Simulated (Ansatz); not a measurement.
(Cl)3Ti-S-SiH3 (TiSiH3SCl3) was relaxed with PBE-D4 (def2-SVP) in Ansatz in these states: charge +1 doublet, neutral singlet. The geometries follow in no particular order.

A:

```xyz
9

Ti   -1.203   -0.309    1.033
Cl   -2.058    1.688    0.789
Cl   -1.700   -1.547   -0.702
Cl   -1.846   -1.216    2.900
S     1.042   -0.173    1.153
Si    1.372    0.303   -0.954
H     2.628    1.125   -0.996
H     1.542   -0.973   -1.723
H     0.223    1.100   -1.498
```

B:

```tsv
atom	x (Å)	y (Å)	z (Å)
Ti1	1.271	-0.424	-1.216
Cl2	-0.148	-1.527	-2.415
Cl3	1.129	1.718	-1.338
Cl4	3.265	-1.188	-1.215
S5	0.306	-1.090	0.874
Si6	-1.286	0.427	1.261
H7	-2.267	-0.278	2.137
H8	-0.464	1.469	1.974
H9	-1.805	0.893	-0.062
```

Judge from the bond lengths which geometry belongs to which state (an estimate).

A is the neutral singlet (Ti1–S5 2.253 Å, S5–Si6 2.185 Å, Ti1–Cl3 2.189 Å); B is the charge +1 doublet (Ti1–S5 2.397 Å, S5–Si6 2.233 Å, Ti1–Cl3 2.150 Å).
